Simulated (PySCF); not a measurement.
# Core-level binding energies of Cu(NH3)Me

Cu(NH3)Me, CH6CuN (singlet state).
Bonds: Cu1–N2, Cu1–C6. Hydrogens: H3, H4, H5 on N2; H7, H8, H9 on C6.

Computed with PySCF 2.14.0, delta-SCF UKS SCAN, pcX-2 on the ionised atom (unc-x2c-TZVPall on a metal), pcseg-1 elsewhere, spin-free X2C. Binding energies are ΔSCF values: E(core-ionised, relaxed orbitals) − E(ground state) at a fixed geometry, referred to the vacuum level.

Task: What binding energy does each computed site have?

Result: 
```json
{"atom(s)": "C6", "environment": "carbon bonded to Cu and 3 H", "level": "C 1s", "binding energy (eV)": "288.14", "2p1/2 (eV)": "–", "count": "1"}
{"atom(s)": "N2", "environment": "nitrogen bonded to Cu and 3 H", "level": "N 1s", "binding energy (eV)": "407.38", "2p1/2 (eV)": "–", "count": "1"}
{"atom(s)": "Cu1", "environment": "copper bonded to C and N", "level": "Cu 2p3/2", "binding energy (eV)": "937.10", "2p1/2 (eV)": "957.75", "count": "1"}
```

Task: Which effective nuclear charge Zeff reproduces each element's mean 1s value in the hydrogen-like formula E = 13.606 eV × Zeff²?

Result: C (Z = 6): mean 288.1 eV, Zeff = 4.60, Z − Zeff = 1.40; N (Z = 7): mean 407.4 eV, Zeff = 5.47, Z − Zeff = 1.53. Means run over the listed sites, weighted by atom count.

Spin–orbit coupling isn't in the SCF: each 2p doublet comes from a relaxed spin-free hole plus a matrix of the shell (mean-field spin–orbit coupling and the ground-state 2p splitting), with 2p3/2 averaged over its two sublevels. 2p1/2 minus 2p3/2 (ligand field included): Cu 20.65 eV. Satellites of the metal's 2p lines aren't described. Isolated species at its PBE0-D3(BJ)/def2-SVP geometry, gas phase. Metal 2p energies of this one-determinant scheme are less reliable than its 1s energies.
